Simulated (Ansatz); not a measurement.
Start from `[CH3][GeH]([F])[CH]=O` and change one atom or group to get `C#[C][GeH]([CH3])[F]`.

Ansatz, PBE0-D4/def2-TZVP geometries, multiplicity 1. Each molecule was computed in one conformer, which needn't be the lowest.

Scalar relativity is left out up to krypton.

| property | `[CH3][GeH]([F])[CH]=O` |
| --- | --- |
| HOMO–LUMO gap (B3LYP/def2-TZVPP) / eV | 4.98 |
| HOMO–LUMO gap (PBE/def2-TZVPP) / eV | 2.87 |
| LUMO energy (PBE0/def2-TZVPP) / eV | -1.75 |
| HOMO energy (B3LYP/def2-TZVPP) / eV | -7.00 |
| size of the dipole moment (B3LYP/def2-TZVPP) / D | 1.21 |
| size of the dipole moment (ωB97M-V/def2-TZVPP) / D | 1.21 |

What does the change do to each property? (Best estimate.)

The calculation gave: 
| property | `C#[C][GeH]([CH3])[F]` | shift |
| --- | --- | --- |
| HOMO–LUMO gap (B3LYP/def2-TZVPP) / eV | 7.42 | 2.44 |
| HOMO–LUMO gap (PBE/def2-TZVPP) / eV | 5.73 | 2.86 |
| LUMO energy (PBE0/def2-TZVPP) / eV | -0.46 | 1.29 |
| HOMO energy (B3LYP/def2-TZVPP) / eV | -8.11 | -1.11 |
| size of the dipole moment (B3LYP/def2-TZVPP) / D | 2.52 | 1.31 |
| size of the dipole moment (ωB97M-V/def2-TZVPP) / D | 2.51 | 1.30 |

With PBE0 the HOMO falls by 1.15 eV and the LUMO rises by 1.29 eV, so the gap widens by about 2.44 eV. PBE moves the HOMO by -1.36 eV and ωB97M-V by -1.13 eV. Dipoles are sizes alone; their direction can turn.

B3LYP here is the variant with VWN-RPA as its local correlation; programs differ in this.
